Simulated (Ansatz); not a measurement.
`O[SiH2]CCl` and `O[SiH2]C[SiH2]O` differ in one atom or group.

Ansatz, PBE0-D4/def2-TZVP geometries, multiplicity 1. Each molecule was computed in one conformer, which needn't be the lowest.

| property | `O[SiH2]CCl` |
| --- | --- |
| HOMO–LUMO gap (B3LYP/def2-TZVPP) / eV | 7.67 |
| HOMO energy (ωB97M-V/def2-TZVPP) / eV | -10.43 |
| HOMO energy (PBE/def2-TZVPP) / eV | -6.80 |
| HOMO energy (PBE0/def2-TZVPP) / eV | -8.17 |
| HOMO–LUMO gap (PBE0/def2-TZVPP) / eV | 8.15 |
| HOMO–LUMO gap (ωB97M-V/def2-TZVPP) / eV | 12.21 |

Give the same properties after the change, and the shifts. (An estimate is asked.)

Ansatz gave: 
```csv
property,`O[SiH2]C[SiH2]O`,shift
HOMO–LUMO gap (B3LYP/def2-TZVPP) / eV,7.72,0.05
HOMO energy (ωB97M-V/def2-TZVPP) / eV,-10.58,-0.15
HOMO energy (PBE/def2-TZVPP) / eV,-6.79,0.01
HOMO energy (PBE0/def2-TZVPP) / eV,-8.27,-0.10
HOMO–LUMO gap (PBE0/def2-TZVPP) / eV,8.23,0.08
HOMO–LUMO gap (ωB97M-V/def2-TZVPP) / eV,12.08,-0.13
```

B3LYP here is the variant with VWN-RPA as its local correlation; programs differ in this.
